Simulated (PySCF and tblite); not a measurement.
The numbers below are computed, except where a source is named.
Stationary points of C4H5FO3 at GFN2-xTB, in Å:

Structure A

```
 1 C    -2.641    0.018    0.066
 2 O    -1.361   -0.523   -0.218
 3 C    -0.313    0.202    0.218
 4 O    -0.430    1.242    0.812
 5 C     0.940   -0.470   -0.142
 6 C     2.151    0.004    0.157
 7 O     3.292   -0.592   -0.160
 8 F     2.336    1.150    0.820
 9 H    -3.365   -0.678   -0.351
10 H    -2.748    1.004   -0.392
11 H    -2.781    0.117    1.145
12 H     0.866   -1.400   -0.679
13 H     4.048   -0.075    0.153
```

Structure B

```
 1 C    -2.580   -0.082    0.061
 2 O    -1.254   -0.553   -0.121
 3 C    -0.277    0.308    0.226
 4 O    -0.488    1.410    0.660
 5 C     1.032   -0.313   -0.011
 6 C     2.200    0.289    0.235
 7 O     3.421   -0.215    0.046
 8 F     2.290    1.514    0.719
 9 H    -3.234   -0.843   -0.358
10 H    -2.719    0.872   -0.453
11 H    -2.790    0.060    1.123
12 H     1.014   -1.315   -0.406
13 H     3.381   -1.113   -0.307
```

Structure C

```
 1 C    -2.611   -0.049   -0.032
 2 O    -1.299   -0.513   -0.313
 3 C    -0.297    0.271    0.122
 4 O    -0.469    1.298    0.723
 5 C     0.996   -0.334   -0.243
 6 C     2.182    0.232   -0.021
 7 O     3.373   -0.268   -0.377
 8 F     2.301    1.427    0.560
 9 H    -3.290   -0.788   -0.448
10 H    -2.775    0.927   -0.494
11 H    -2.757    0.046    1.046
12 H     0.955   -1.291   -0.735
13 H     3.691   -0.960    0.213
```

Level: PBE0/pcSseg-1 + D3(BJ), IEF-PCM acetonitrile on GFN2-xTB stationary points, with GFN2-xTB thermal terms.

Task: Which structure is a saddle point, and along which motion?

Result: C: one imaginary mode (449i cm⁻¹ at GFN2-xTB, mostly on H13, O7), along the rotation about the C6–O7 bond (torsion C5–C6–O7–H from 180° to 360°, rising).

Task: Give their symmetry and energies above the lowest.

Result: A Cs, 0.3 kcal/mol; B C1, 0.0 kcal/mol; C C1, 4.8 kcal/mol.
